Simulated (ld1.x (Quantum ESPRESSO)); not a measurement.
**vanadium (V): from the effect back to the setting (RRKJ)**

Base potential:

```json
{"Element": "vanadium (V)", "Generator": "ld1.x (Quantum ESPRESSO) 7.5", "Type": "norm-conserving RRKJ (Kleinman–Bylander form)", "Functional": "LDA (PZ)", "Relativity": "scalar-relativistic", "Frozen core": "[Ar]", "Valence charge": "5", "Reference configuration": "3d3.5 4s1.5 4p0", "Partial waves": "4s (bound): rc 3.00 bohr; 4p (bound, empty): rc 3.80 bohr; 3d (bound): rc 2.35 bohr", "Local potential": "all-electron potential smoothed inside 3.75 bohr (lloc = -2)", "Core correction": "Bessel-smoothed model core inside 1.60 bohr", "rho0": "0.02"}
```

Cutoffs, loose and tight: the cutoffs (Ry, on a coarse ladder) from which the occupation-weighted sum of valence levels, in a spherical-Bessel basis at the reference potential, stays within 10 and 1 mRy of its value at 400 Ry. They do not see the model core or the augmentation charge, which bear on the density cutoff. Test errors are all-electron minus pseudo excitation energies from the reference, over the configurations 3d3 4s2 4p0; 3d3 4s1 4p0; 3d3 4s0 4p0; 3d1 4s0 4p0; 3d4 4s0 4p0; 3d2 4s2 4p0; 3d3 4s1 4p1 (two spin-polarised tests are not counted in the largest error); variants that change the core or the reference have their own tests. The largest error is taken over the tests solved by every variant that gives reliable tests at all, those not shown here included: 3d1 4s0 4p0; 3d2 4s2 4p0; 3d3 4s0 4p0; 3d3 4s1 4p0; 3d3 4s2 4p0; 3d4 4s0 4p0.

Only the scale of all radii but the core radius (base = 1) is moved (4 further runs of the sweep failed or gave no value and are left out):

| scale of all radii but the core radius (base = 1) | cutoff, loose | cutoff, tight | bound ghosts | largest test error (meV) | median size of the test errors |
| --- | --- | --- | --- | --- | --- |
| 0.93 | 35 Ry | 50 Ry | none | -740 | 54.4 meV |
| 0.99 | 35 Ry | 45 Ry | s | -375 | 57.1 meV |
| 1.21 | 21 Ry | 30 Ry | none | +1880 | 162.2 meV |
| 1.29 | 18 Ry | 30 Ry | none | +3130 | 189.4 meV |

Question: One more run gave cutoff, loose: 21 Ry; cutoff, tight: 35 Ry; bound ghosts: none; largest test error (meV): +1823; median size of the test errors: 149.4 meV. Which value of the scale of all radii but the core radius (base = 1) was used?

Answer: 1.17. The median size of the test errors moves one way along this sweep, from 54.4 meV at 0.93 to 189.4 meV at 1.29, which places the run between 0.99 and 1.21.
